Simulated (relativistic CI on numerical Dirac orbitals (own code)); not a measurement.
**Electric-dipole transitions in Ne⁶⁺**

These numbers are calculated, not measured: Dirac-Coulomb-Breit CI, KLI orbitals optimised for each configuration, a model potential for QED, unscaled Slater integrals (own radial code, finite nucleus).

Configuration list (outside the closed core 1s2): 2s², 2s2p, 2p², 2p3s, 2p3p, 2s3s, 2s3p, 2s3d, 2s4s, 2s4p, 2s4d, 2s4f, 3s², 3s3p, 3p². Levels of other configurations are missing.

```csv
λ vac (Å),Lower,Upper,A (s⁻¹),gf,Branching (%)
82.351,2s2p ³P°1 [3],2s4d ³D2 [42],5.96e+10,3.03e-01,62.1
82.416,2s2p ³P°2 [4],2s4d ³D3 [43],7.93e+10,5.66e-01,82.8
90.307,2s2p ¹P°1 [5],2s4d ¹D2 [48],8.46e+10,5.17e-01,84.2
94.403,2s2p ³P°2 [4],2p3p ³P2 [32],5.19e+10,3.47e-01,74.7
95.884,2s2p ³P°2 [4],2p3p ³D3 [28],3.17e+10,3.06e-01,97.6
97.326,2s² ¹S0 [1],2s3p ¹P°1 [13],1.16e+11,4.96e-01,91.5
104.12,2s2p ¹P°1 [5],2p3p ¹D2 [33],1.03e+11,8.38e-01,99.5
106.16,2s2p ³P°0 [2],2s3d ³D1 [17],1.38e+11,7.01e-01,55.6
106.20,2s2p ³P°1 [3],2s3d ³D2 [18],1.86e+11,1.58e+00,75.0
106.21,2s2p ³P°1 [3],2s3d ³D1 [17],1.04e+11,5.25e-01,41.6
106.31,2s2p ³P°2 [4],2s3d ³D3 [19],2.48e+11,2.94e+00,100.0
106.31,2s2p ³P°2 [4],2s3d ³D2 [18],6.20e+10,5.25e-01,25.0
108.57,2s2p ¹P°1 [5],2p3p ¹P1 [25],5.74e+10,3.04e-01,96.8
117.95,2s2p ¹P°1 [5],2s3d ¹D2 [20],1.69e+11,1.76e+00,99.9
325.17,2s3p ¹P°1 [13],2s4d ¹D2 [48],1.43e+10,1.13e+00,14.2
335.95,2s3p ³P°0 [14],2s4d ³D1 [41],9.15e+09,4.64e-01,9.5
336.08,2s3p ³P°1 [15],2s4d ³D2 [42],1.23e+10,1.04e+00,12.8
336.35,2s3p ³P°2 [16],2s4d ³D3 [43],1.65e+10,1.95e+00,17.2
359.03,2s3d ³D1 [17],2s4f ³F°2 [44],2.97e+10,2.87e+00,83.6
359.07,2s3d ³D2 [18],2s4f ³F°3 [45],3.14e+10,4.25e+00,88.4
359.16,2s3d ³D3 [19],2s4f ³F°4 [46],3.54e+10,6.16e+00,99.5
387.14,2s3d ¹D2 [20],2s4f ¹F°3 [47],3.28e+10,5.16e+00,98.3
439.23,2s² ¹S0 [1],2s2p ¹P°1 [5],4.60e+09,3.99e-01,100.0
556.98,2s2p ³P°2 [4],2p² ³P2 [8],2.51e+09,5.84e-01,74.7
824.72,2s3p ¹P°1 [13],2p3p ¹P1 [25],1.52e+09,4.64e-01,2.6
1029.9,2s2p ¹P°1 [5],2p² ¹D2 [9],4.86e+08,3.87e-01,99.5
1888.7,2s3s ³S1 [11],2s3p ³P°2 [16],2.42e+08,6.47e-01,66.7
2083.8,2s3p ¹P°1 [13],2s3d ¹D2 [20],1.64e+08,5.33e-01,0.1
2172.4,2p3s ¹P°1 [24],2p3p ¹D2 [33],2.20e+08,7.80e-01,0.2
2951.0,2p3s ³P°2 [23],2p3p ³D3 [28],7.97e+07,7.29e-01,0.2
```

Terms are leading LS components. Brackets give the number of a level in order of energy, since labels repeat. The list gives strong lines, with weight on those to low levels, without lines whose two gauges differ by over a factor of 2.5, among the lowest 48 of 58 levels, so that lines to higher ones, which can be the strongest, are missing, and without 4 lines that miss the measured interval by over 7 %, start from a term whose rates miss tabulated ones by over 60 %, have gauges far apart or, lacking measured levels, span too small a gap for the errors found; lines with a level outside our table were not tested and can miss by more. Levels whose partners in the same complex of configurations lie outside the list can be far off, and so can their lines. Rates are taken at the computed energies, electric ones in the length gauge.

At this charge configurations can still be misplaced by up to about 7 % of their energy. 9 of the 9 excited levels that our extract of the measured tables holds in this range could be paired (the sources list more); they are missed by 4862 cm⁻¹ on average and 19007 at most, and levels without a partner can miss by more.
